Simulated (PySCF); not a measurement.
## Unknown compound

Molecular formula: C₅H₈F₃NSi. Simulated spectra:

1H NMR (400 MHz, computed): δ 8.73 (m, 1H), 8.73 (m, 1H), 5.43 (m, 1H), 4.82 (m, 1H), 1.61 (m, 1H), 1.07 (m, 1H), 0.81 (m, 1H), 0.80 (m, 1H).

13C{1H} NMR (computed): δ 174.7 (CH2), 137.1 (C), 19.8 (CH), 9.7 (CH2), 3.5 (CH).

Computed data (PySCF 2.14): geometry: GFN2-xTB, σ from GIAO-PBE0/pcSseg-1. Rapidly exchanging positions averaged, relativity neglected, in vacuum, single conformer.

Shifts are taken against calculated references (same method and geometry level): 1H (σref 31.72), 13C (σref 186.93) against TMS.

Q: Which of these isomers gave the spectra?
A. C=C/N=C\[C@@H]([SiH3])C(F)(F)F
B. C=N[SiH2][C@@H]1C[C@@H]1C(F)(F)F
C. CC#C[Si@@](C)(N)C(F)(F)F
D. C#C[C@H](N(C)[SiH3])C(F)(F)F
E. C=N[SiH2]CC(=C)C(F)(F)F

A: B. 

Rings plus π bonds: 2 (1 ring in the answer). 5 carbon signals for 5 carbons: no two carbons are equivalent. Carbon types of the structure: 1 × C, 2 × CH, 2 × CH2, leaving 2 H on heteroatoms. δC 174.7: C=N carbon. δC 137.1: CF3 carbon; 3 electronegative neighbours deshield it. δC 19.8, 9.7, 3.5: three-membered-ring carbon; carbons of three-membered rings are unusually shielded. δH 8.73, 8.73: hydrogen on a C=N carbon. δH 1.61, 1.07, 0.81, 0.80: hydrogen on a three-membered-ring carbon.

The others: C=N[SiH2]CC(=C)C(F)(F)F would give 6 signals for carbon-bound and other non-exchanging H, not 8; C=C/N=C\[C@@H]([SiH3])C(F)(F)F would give 6 signals for carbon-bound and other non-exchanging H, not 8; C#C[C@H](N(C)[SiH3])C(F)(F)F would give 4 signals for carbon-bound and other non-exchanging H, not 8; CC#C[Si@@](C)(N)C(F)(F)F would give 2 signals for carbon-bound and other non-exchanging H, not 8.

Splittings by 19F in the carbon and heteronuclear signals aren't shown, as no couplings were computed. Shifts are as computed. Against solution values, carbons near 30 ppm lie about +3 ppm off and those near 130 ppm about +5 ppm. Of 1211 compounds with measured shifts, 218 miss one by over three times the rms of a fit or turn the order of signals round; such compounds aren't used in these exercises. No couplings were computed; multiplicities are counted from neighbouring protons, with m where these are inequivalent, close in shift, in a saturated or five-membered ring or joined by F or P, and br s for small geminal =CH2 splittings.
